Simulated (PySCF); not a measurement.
A side-by-side comparison of computed properties.

First species: C5H9N3OSi.
InChI=1S/C5H9N3OSi/c1-2-4-6-7-5(3-9)8(4)10/h3H,2H2,1,10H3

Second species: C₆H₅FO₂P₂.
Bonds: C1–O2, O2–C3, C3–O4 (double), C3–C5, C5–C6 (aromatic), C6–P7 (aromatic), P7–C8 (aromatic), C8–P9 (aromatic), P9–C10 (aromatic), C10–F11, C5–C10 (aromatic). Hydrogens: H12, H13, H14 on C1; H15 on C6; H16 on C8.

Levels: PBE0/pcSseg-1 for dipole moment, HOMO energy, LUMO energy and HOMO–LUMO gap; GFN2-xTB for rotational constant A and rotational constant C. Geometries: GFN2-xTB. Each species is one conformer at its optimised geometry, gas phase, non-relativistic unless stated; the electronic structure was computed with PySCF and density fitting.

The conformers computed, where there is a choice (atom-mapped SMILES and torsion angles):
- `[CH3:1][CH2:2][c:3]1[n:4][n:5][c:6]([CH:7]=[O:8])[n:9]1[SiH3:10]`: C1–C2–C3–N4 99°, N5–C6–C7–O8 -179°
- `[CH3:1][O:2][C:3](=[O:4])[c:5]1[cH:6][p:7][cH:8][p:9][c:10]1[F:11]`: C1–O2–C3–O4 -3°, O2–C3–C5–C6 141°

```json
{"property": "dipole moment", "column X": "2.95 D", "column Y": "1.35 D"}
{"property": "HOMO energy", "column X": "-7.72 eV", "column Y": "-7.47 eV"}
{"property": "LUMO energy", "column X": "-2.37 eV", "column Y": "-2.49 eV"}
{"property": "HOMO–LUMO gap", "column X": "5.35 eV", "column Y": "4.98 eV"}
{"property": "rotational constant A", "column X": "1.842 GHz", "column Y": "1.500 GHz"}
{"property": "rotational constant C", "column X": "0.706 GHz", "column Y": "0.444 GHz"}
```

Question: Which column belongs to which species?

Answer: Column X is the first species and column Y the second. The first has 19 atoms and 82 electrons, the second 16 and 96.

Question: How does each property change from the first species to the second?

Answer: dipole moment -1.60 D; HOMO energy +0.25 eV; LUMO energy -0.12 eV; HOMO–LUMO gap -0.37 eV; rotational constant A -0.342 GHz; rotational constant C -0.262 GHz.

On the first: In atomic units the dipole is 1.16 e·bohr (1 au = 2.5417 D).

On the second: A dipole of 1.35 D is allowed in C1, and pure rotational transitions are dipole-allowed. The dipole equals about 4.5 × 10⁻³⁰ C·m (1 D = 3.33564 × 10⁻³⁰ C·m).
